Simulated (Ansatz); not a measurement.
Total energies of C$_{4}$H$_{13}$GaO$_{3}$Si, SMILES `C[O][Ga]([O][SiH3])[O]C(C)C`.

Cartesian coordinates in Å:
```
C -0.5710 -0.2580 -2.9092
O -0.2637 -0.6037 -1.5789
Ga -0.3590 0.5478 -0.2318
O -0.7724 2.2441 -0.4964
Si -1.2113 3.2968 -1.6588
O -0.0588 0.0318 1.4244
C 0.3492 -1.2935 1.7457
C 0.3524 -1.4001 3.2555
C 1.7064 -1.6046 1.1457
H -0.1675 0.7193 -3.2017
H -1.6530 -0.2437 -3.0833
H -0.1313 -1.0100 -3.5701
H -2.3979 2.8022 -2.4129
H -0.1042 3.5075 -2.6339
H -1.5507 4.5977 -1.0284
H -0.3823 -2.0088 1.3431
H -0.6330 -1.1583 3.6570
H 0.6195 -2.4112 3.5718
H 1.0763 -0.6993 3.6790
H 2.4510 -0.8933 1.5136
H 2.0302 -2.6127 1.4160
H 1.6712 -1.5499 0.0537
```

The species carries charge 0 and has multiplicity 1. Correlated methods freeze the filled d shell of Ga. Scalar relativity is left out up to krypton. The geometry is a stationary point of PBE0-D4/def2-TZVP. It is one conformer, not always the lowest. Basis def2-TZVPP, the Gaussian-basis code of Ansatz.

RPA on PBE orbitals: Hartree–Fock energy of these orbitals -2595.97416 Eh, correlation -2.59255 Eh (frozen core).

```json
{"functional": "LDA (SPW92)", "energy without D4 (Eh)": "-2593.23099", "D4 term (kJ/mol)": "–"}
{"functional": "PBE", "energy without D4 (Eh)": "-2599.63069", "D4 term (kJ/mol)": "-53.4"}
{"functional": "revPBE", "energy without D4 (Eh)": "-2600.20493", "D4 term (kJ/mol)": "-155.1"}
{"functional": "B97M-V", "energy without D4 (Eh)": "-2600.04195", "D4 term (kJ/mol)": "–"}
{"functional": "PBE0", "energy without D4 (Eh)": "-2599.72958", "D4 term (kJ/mol)": "-45.9"}
{"functional": "B3LYP", "energy without D4 (Eh)": "-2600.63037", "D4 term (kJ/mol)": "-84.9"}
{"functional": "r2SCANh", "energy without D4 (Eh)": "-2600.27161", "D4 term (kJ/mol)": "-15.4"}
{"functional": "r2SCAN0", "energy without D4 (Eh)": "-2600.22630", "D4 term (kJ/mol)": "-17.0"}
{"functional": "HSE06 (plane-wave form)", "energy without D4 (Eh)": "-2599.70245", "D4 term (kJ/mol)": "-43.0"}
{"functional": "CAM-B3LYP", "energy without D4 (Eh)": "-2600.51533", "D4 term (kJ/mol)": "-47.0"}
{"functional": "LC-ωPBE", "energy without D4 (Eh)": "-2599.98147", "D4 term (kJ/mol)": "–"}
{"functional": "ωB97X-V", "energy without D4 (Eh)": "-2600.21156", "D4 term (kJ/mol)": "–"}
{"functional": "ωB97M-V", "energy without D4 (Eh)": "-2600.26375", "D4 term (kJ/mol)": "–"}
{"functional": "PBE-QIDH", "energy without D4 (Eh)": "-2599.20164", "D4 term (kJ/mol)": "–"}
```

Give the same for BLYP, r2SCAN, BHLYP, B2PLYP. (Best estimate.)

Computed: 
```csv
functional,energy without D4 (Eh),D4 term (kJ/mol)
BLYP,-2600.47688,-113.9
r2SCAN,-2600.30377,-14.5
BHLYP,-2600.31386,-66.2
B2PLYP,-2599.71337,–
```

B3LYP takes the VWN-RPA correlation (the form of Gaussian; ORCA's B3LYP/G). HSE06 is the plane-wave form, built on full-range PBE exchange. The double hybrids freeze the cores in their second-order part.

LC-ωPBE has ω = 0.4 bohr⁻¹.
